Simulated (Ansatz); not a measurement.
Cu₅H₅⁺: single points at one geometry.

```yaml
crystal:
  periodic: [false, false, false]
  atoms:
    - {symbol: Cu, position_ang: [1.819165, 0.879145, 0.003015]}
    - {symbol: Cu, position_ang: [-1.286895, -1.070951, -1.120759]}
    - {symbol: Cu, position_ang: [0.356193, 0.680168, 1.864212]}
    - {symbol: Cu, position_ang: [-1.688803, -0.258995, 1.080136]}
    - {symbol: Cu, position_ang: [0.811331, -0.220742, -1.838811]}
    - {symbol: H, position_ang: [-0.247143, -1.335995, -2.327847]}
    - {symbol: H, position_ang: [-1.135584, 0.434613, 2.426001]}
    - {symbol: H, position_ang: [1.914676, 1.016035, 1.607901]}
    - {symbol: H, position_ang: [1.981215, 0.869193, -1.605081]}
    - {symbol: H, position_ang: [-2.524145, -0.992482, -0.088777]}
basis:
  gaussian: {orbitals: def2-TZVP}
total_charge: 1
magnetization: {spin_polarized: true, initial_magnetization: 1}
hamiltonian: {xc: pbe0, dispersion: d4}
scf: {omitted_lower_state_checks: [starts]}
output: {orbitals: {seedname: orbitals}}
```

The file start.molden holds the orbitals of an earlier run on this structure, at another level or in another basis.

```sh
$ ansatz run in.yaml --threads 4 --pin off --events-out ev --progress --plain --max-ram 4787MiB
```

Output, abridged:

```
Functional definition: PBE0
2605 factors; integrals over basis functions are off by at most 7.6e-4 eV
mean field evaluation 1: about -223215.7475 eV, gradient 1.3e2 eV
mean field evaluation 2: about -221812.8212 eV, gradient 7.9e2 eV
mean field evaluation 4: about -223218.5282 eV, gradient 1.3e2 eV
mean field evaluation 8: about -223246.4938 eV, gradient 1.6e1 eV
mean field evaluation 16: about -223247.2064 eV, gradient 2.6e0 eV
mean field evaluation 32: about -223247.5748 eV, gradient 6.5e-5 eV
mean field -223247.57484180 eV, -8204.1970527951 hartree, gradient 2.5e-6 eV, S^2 0.768770; 0 other end points of the search recorded, 0 dependent functions left out
reference -223247.57489905 eV, -8204.1970548987 hartree; 75, 74 occupied and 180, 181 virtual orbitals, 2605 factors
Total energy: -223247.88896819 eV, -8204.2085967269 hartree
Checks for a lower state left out: starts
```

Hardware: 4 threads of Arm Neoverse V2 on a shared host. Wall time 90 s, peak host memory 2 GiB.

First input, but with `gaussian: {orbitals: def2-TZVP, initial_orbitals: start.molden}`, `hamiltonian: {xc: pbe, dispersion: d4}` (abridged; 52 s):

```
Functional definition: PBE
mean field evaluation 16: about -223249.1207 eV, gradient 1.8e-4 eV
mean field -223249.12069106 eV, -8204.2538617073 hartree, gradient 2.3e-6 eV, S^2 0.751943
Total energy: -223249.48251218 eV, -8204.2671583884 hartree
Checks for a lower state left out: starts
```

First input, but with `gaussian: {orbitals: def2-TZVP, initial_orbitals: start.molden}`, `hamiltonian: {xc: r2scan, dispersion: d4}` (abridged; 1.9 min):

```
Functional definition: r2SCAN
mean field evaluation 16: about -223280.7383 eV, gradient 4.3e-5 eV
mean field -223280.73834158 eV, -8205.4157889328 hartree, gradient 2.0e-6 eV, S^2 0.755131
Total energy: -223280.81712003 eV, -8205.4186839874 hartree
Checks for a lower state left out: starts
```

Geometry: PBE-D4/def2-SVP, that of the neutral singlet.

At PBE-D4/def2-TZVP, r2SCAN-D4/def2-TZVP an occupied level of the charge 1 doublet lies above an empty one (by up to 0.09 eV), so this SCF solution is probably not the lowest. At PBE-D4/def2-TZVP, r2SCAN-D4/def2-TZVP the gap within one spin of the charge 1 doublet nearly closes, so an electron or hole may be smeared out by delocalisation error. Another isomer (singlet) lies 0.02 eV lower at PBE0-D4/def2-TZVP.
